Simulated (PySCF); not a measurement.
**Cs: ionisation energy**

Cs [Xe] 6s1 (2S) → Cs⁺ [Xe] (1S), as a difference of total energies. Computed with PySCF 2.14 in def2-TZVP with the def2 core potential (46 electrons) (5s3p3d, 29 functions), with scalar relativity through the core potential. The calculations carry no spin-orbit coupling.

| method | ionisation energy (eV) | error (eV) |
| --- | --- | --- |
| UHF | 3.492 | -0.402 |
| B3LYP | 4.006 | +0.112 |
| PBE | 3.977 | +0.083 |

Reference: 3.894 eV (measured; NIST Atomic Spectra Database, ionization energies).
